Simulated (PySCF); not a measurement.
# Bonding in `CC[Si@@H](N)O`

Species: C2H9NOSi.
SMILES with atom numbers: `[CH3:1][CH2:2][Si@@H:3]([NH2:4])[OH:5]` (hydrogens: H6, H7, H8 on C1; H9, H10 on C2; H11 on Si3; H12, H13 on N4; H14 on O5)

Structure used (GFN2-xTB), in Å, numbered top down from 1:
```xyz
14
C2H9NOSi angstrom
C      1.495    0.345    1.286
C      0.655    0.731    0.075
Si    -0.889   -0.363   -0.119
N     -1.582    0.093   -1.637
O     -0.558   -1.956   -0.171
H      2.393    0.959    1.355
H      0.925    0.473    2.204
H      1.798   -0.698    1.225
H      0.366    1.778    0.168
H      1.275    0.665   -0.822
H     -1.749   -0.329    1.063
H     -1.757    1.068   -1.814
H     -2.356   -0.455   -1.979
H     -0.016   -2.310   -0.871
```

Bond orders from the PBE0/pcSseg-1 density (PySCF). One conformer (not necessarily the lowest) at the GFN2-xTB geometry, without solvent, vibrations or thermal averaging.

(1) How far do the computed orders between heavy atoms stray from the drawn ones?

(2) Set the Mayer orders of the bonds beside their lengths.

(3) Sum the orders of all bonds at each heavy atom with more than one neighbour and set the sums beside the valence in the SMILES.

Results:

(1) The largest departure is 0.126, at C2–Si3 (drawn single, 0.874). Drawn single, order below 0.88: C2–Si3 (0.874).

(2) 
```csv
bond,drawn as,length (Å),Mayer order
C1–C2,single,1.524,1.050
C2–Si3,single,1.902,0.874
Si3–N4,single,1.730,1.030
Si3–O5,single,1.628,1.040
C1–H6,single,1.090,0.971
C1–H7,single,1.088,0.968
C1–H8,single,1.088,0.967
C2–H9,single,1.091,0.948
C2–H10,single,1.092,0.947
Si3–H11,single,1.462,0.875
N4–H12,single,1.006,0.951
N4–H13,single,1.008,0.951
O5–H14,single,0.954,0.937
```

(3) C1 3.956 (drawn 4), C2 3.819 (drawn 4), Si3 3.819 (drawn 4), N4 2.932 (drawn 3), O5 1.977 (drawn 2). Orders between atoms that aren't bonded are not in these sums.

The Mayer order sums products of elements of PS (density times overlap matrix) between the two atoms' basis functions, so it depends on the basis set.
